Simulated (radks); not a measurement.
Values are calculated unless marked as measured or tabulated.
Species: the indium ion In7+. Configuration: [Ar] 3d10 4s2 4p(1/2: 2, 3/2: 3) 4d(3/2: 4, 5/2: 3) (not the ground configuration).

Level of theory: Dirac Kohn-Sham, BLYP, spin-unpolarised, spherical densities, finite nucleus; Fermi nuclear charge, rms radius 4.6156 fm (a radial shooting solver on a logarithmic mesh with Libxc functionals).

Energy parts (eV):
total: -159653.781
kinetic: 167788.154
electron-nucleus: -382525.984
Hartree: 59340.840
exchange-correlation: -4256.791

Orbitals (lengths in bohr, moments of r in powers of bohr):
| orbital | occ. | eigenvalue (eV) | <r^4> | <1/r> |
|---|---|---|---|---|
| 1s1/2 | 2 | -27861.39 | 3.717e-06 | 51.86 |
| 2s1/2 | 2 | -4273.079 | 0.0006497 | 12.00 |
| 2p1/2 | 2 | -3993.716 | 0.0004201 | 11.98 |
| 2p3/2 | 4 | -3782.681 | 0.0004905 | 11.19 |
| 3s1/2 | 2 | -906.3620 | 0.02941 | 4.231 |
| 3p1/2 | 2 | -793.6002 | 0.02868 | 4.140 |
| 3p3/2 | 4 | -755.3975 | 0.03239 | 3.946 |
| 3d3/2 | 4 | -555.9066 | 0.02803 | 3.791 |
| 3d5/2 | 6 | -548.0655 | 0.02912 | 3.741 |
| 4s1/2 | 2 | -231.0503 | 0.8617 | 1.692 |
| 4p1/2 | 2 | -193.0567 | 1.082 | 1.589 |
| 4p3/2 | 3 | -185.7244 | 1.209 | 1.531 |
| 4d3/2 | 4 | -124.5704 | 2.202 | 1.311 |
| 4d5/2 | 3 | -123.4123 | 2.275 | 1.298 |

The highest occupied level is 4d5/2 at -123.41 eV. The electron density at the nucleus is 1.748e+05 e/bohr^3. Summed over all electrons, <r^2> = 16.68 bohr^2, which gives a Langevin (diamagnetic) susceptibility term of -13.2 x 10^-6 cm^3/mol. The density falls to 0.001 e/bohr^3 at r = 2.47 bohr.
